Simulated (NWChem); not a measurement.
System: SiCl, doublet; SMILES Cl[Si]

NWChem printed, in part:

```
             Northwest Computational Chemistry Package (NWChem) 7.3.0
             --------------------------------------------------------

                             Geometry "geometry" -> ""
                             -------------------------

 Output coordinates in angstroms (scale by  1.889725989 to convert to a.u.)

  No.       Tag          Charge          X              Y              Z
 ---- ---------------- ---------- -------------- -------------- --------------
    1 Si                  14.0000     0.00000000     0.00000000    -1.16650500
    2 Cl                  17.0000     0.00000000     0.00000000     0.96111600

 Effective nuclear repulsion energy (a.u.)      59.1948402756

  xc_inp: hfexch multiplicative factor not found.
                              NWChem Property Module
                              ----------------------

  itol2e modified to match energy
  convergence criterion.

                                 NWChem DFT Module
                                 -----------------

 Summary of "ao basis" -> "ao basis" (spherical)
 ------------------------------------------------------------------------------
       Tag                 Description            Shells   Functions and Types
 ---------------- ------------------------------  ------  ---------------------
 Si                         iglo-ii                 15       35   7s6p2d
 Cl                         iglo-ii                 15       35   7s6p2d

  itol2e modified to match energy
  convergence criterion.

            General Information
            -------------------
          SCF calculation type: DFT
          Wavefunction type:  spin polarized.
          No. of atoms     :     2
          No. of electrons :    31
           Alpha electrons :    16
            Beta electrons :    15
          Charge           :     0
          Spin multiplicity:     2
          Use of symmetry is: off; symmetry adaption is: off
          Maximum number of iterations: 150
          AO basis - number of functions:    70
                     number of shells:    30
          Convergence on energy requested:  1.00D-07
          Convergence on density requested:  1.00D-05
          Convergence on gradient requested:  5.00D-04

              XC Information
              --------------
                     Hartree-Fock (Exact) Exchange  1.000

      Superposition of Atomic Density Guess
      -------------------------------------

 Sum of atomic energies:        -748.24596364

      Non-variational initial energy
      ------------------------------

 Total energy =    -748.274233
 1-e energy   =   -1153.593376
 2-e energy   =     346.124302
 HOMO         =      -0.052667
 LUMO         =      -0.052667

[...]

          ----------------------
          Hyperfine Interactions
          ----------------------

 Total Spin Density (Fermi Contact Term)
 ------------------ --------------------
     Atom            x         y         z       Density (a.u.)      Aiso(MHz)     Aiso(Gauss)
     1  29-Si     0.00000   0.00000  -2.20437       0.083387        -74.108128     -26.443578
     2  35-Cl     0.00000   0.00000   1.81625       0.038606         16.927320       6.040078

           -------------------------------------------
           Anisotropic Interaction (Spin-Dipolar Term)
           -------------------------------------------

 ------------------------------------------------------------
     Atom            x         y         z
 ------------------------------------------------------------
     1  29-Si     0.00000   0.00000  -2.20437

   Spin-Dipolar term (a.u.)
        xx             yy             zz             xy             xz             yz
 ------------------------------------------------------------------------------------------
       0.796244       0.255341      -1.051585      -1.441873      -0.000000      -0.000000

   Principal Comp. of -hf- tensor (au)            Anisotropic -hfcc- (MHz)               Anisotropic -hfcc- (Gauss)
 --------------------------------------------------------------------------------------------------------------------------
      1.992811    -0.941225    -1.051585    -211.405464    99.849012   111.556452     -75.434599    35.628550    39.806049

   Orientation of the principal axis of Hyperfine Tensor w.r.t absolute (molecular) frame
 --------------------------------------------------------------------------------------------------------------------------
      0.769531     0.638610     0.000000
     -0.638610     0.769531     0.000000
      0.000000     0.000000     1.000000

 ------------------------------------------------------------
     Atom            x         y         z
 ------------------------------------------------------------
     2  35-Cl     0.00000   0.00000   1.81625

   Spin-Dipolar term (a.u.)
        xx             yy             zz             xy             xz             yz
 ------------------------------------------------------------------------------------------
       0.163398       0.025438      -0.188836      -0.367756       0.000000       0.000000

   Principal Comp. of -hf- tensor (au)            Anisotropic -hfcc- (MHz)               Anisotropic -hfcc- (Gauss)
 --------------------------------------------------------------------------------------------------------------------------
      0.468587    -0.279751    -0.188836      24.524740   -14.641530    -9.883210       8.751022    -5.224453    -3.526569

   Orientation of the principal axis of Hyperfine Tensor w.r.t absolute (molecular) frame
 --------------------------------------------------------------------------------------------------------------------------
      0.769531     0.638610     0.000000
     -0.638610     0.769531     0.000000
      0.000000    -0.000000     1.000000
```

Level: UHF/IGLO-II, contact and dipolar terms. The state is orbitally degenerate and is run as one real component. The geometry was optimised at PBE-D3(BJ)/def2-SVP, spin-unrestricted. No stability test was run on the SCF state.

Task: Which NWChem input produces such a log?

Result: This is not unique; one that fits is the input that was run:
```
start job
memory heap 200 mb stack 900 mb global 1100 mb
geometry units angstroms noautosym nocenter noautoz
  Si     0.000000     0.000000    -1.166505
  Cl     0.000000     0.000000     0.961116
end
basis spherical
  * library iglo-ii
end
dft
  odft
  mult 2
  xc hfexch
  iterations 150
end
property
  hyperfine
end
task dft property
```
